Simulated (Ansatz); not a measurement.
Input file for CH3ClF3MoN (`C[N]=[Mo]([F])([F])([F])[Cl]`):

```yaml
crystal:
  periodic: [false, false, false]
  atoms:
    - {symbol: C, position_ang: [0.405390, -1.716003, -0.045843]}
    - {symbol: N, position_ang: [0.024675, -0.356088, -0.019631]}
    - {symbol: Mo, position_ang: [-0.365254, 1.269101, 0.021783]}
    - {symbol: F, position_ang: [-2.195959, 1.350273, -0.277309]}
    - {symbol: F, position_ang: [-0.194368, 1.797692, -1.746727]}
    - {symbol: F, position_ang: [-0.784529, 1.565718, 1.802914]}
    - {symbol: Cl, position_ang: [1.667726, 2.239316, 0.423129]}
    - {symbol: H, position_ang: [-0.125201, -2.264044, 0.737324]}
    - {symbol: H, position_ang: [1.483078, -1.788939, 0.128792]}
    - {symbol: H, position_ang: [0.167643, -2.148127, -1.021533]}
basis:
  gaussian: {orbitals: def2-SVP}
correlation: {method: ccsd_t}
```

```sh
$ ansatz run in.yaml --threads 4 --pin off --events-out ev --progress --plain --max-ram 11315MiB
```

Output of Ansatz, abridged:

```
Functional definition: HF
  name "HF"
  cite "Fock, Z. Phys. 61, 126 (1930) doi:10.1007/BF01340294"
  parent pbe
  exchange = exact_x
  correlation = 0
1308 factors; integrals over basis functions are off by at most 1.5e-3 eV
mean field evaluation 1: about -24997.0783 eV, gradient 7.2e1 eV
mean field evaluation 2: about -24997.3432 eV, gradient 7.3e1 eV
mean field evaluation 4: about -25007.6111 eV, gradient 1.3e1 eV
mean field evaluation 8: about -25007.9810 eV, gradient 9.9e-1 eV
mean field evaluation 16: about -25007.9879 eV, gradient 1.8e-5 eV
mean field -25007.98789643 eV, -919.0266041706 hartree, gradient 2.0e-6 eV, S^2 0.000000; 0 other end points of the search recorded, 0 dependent functions left out; unrestricted orbitals would lower it
10 core orbitals not correlated: weight in the atoms' cores, before any rotation towards them, 1.000 or more for the frozen orbitals, at most 0.000 for the correlated occupied ones
reference -25007.98789643 eV, -919.0266041706 hartree; 27, 27 occupied and 97, 97 virtual orbitals, 1308 factors
second order -39.73400550 eV of doubles, -0.00000000 eV of singles
cycle   1  -36.37385165 eV  change     3.4e0 eV  update   3.0e-1
cycle   2  -38.23244261 eV  change    -1.9e0 eV  update   2.0e-1
cycle   3  -38.61030635 eV  change   -3.8e-1 eV  update   4.0e-2
cycle   4  -38.63992671 eV  change   -3.0e-2 eV  update   1.8e-2
cycle   5  -38.62770612 eV  change    1.2e-2 eV  update   5.0e-3
cycle   6  -38.62663519 eV  change    1.1e-3 eV  update   2.3e-3
cycle   7  -38.62633670 eV  change    3.0e-4 eV  update   1.1e-3
cycle   8  -38.62606245 eV  change    2.7e-4 eV  update   4.1e-4
cycle   9  -38.62589721 eV  change    1.7e-4 eV  update   2.0e-4
cycle  10  -38.62621403 eV  change   -3.2e-4 eV  update   1.1e-4
cycle  11  -38.62600721 eV  change    2.1e-4 eV  update   6.1e-5
cycle  12  -38.62596791 eV  change    3.9e-5 eV  update   3.5e-5
perturbative correction -1.62126900 eV, -0.0595805368 hartree
Total energy: -25048.23513334 eV, -920.5056628466 hartree
```

It took 23 s on 4 threads of an Intel Xeon Platinum 8488C on a shared host, with 1.2 GiB of host memory at the peak.

The correlation energy is -40.247 eV, 4.0 % of it from (T); the T1 diagnostic reads 0.0201.
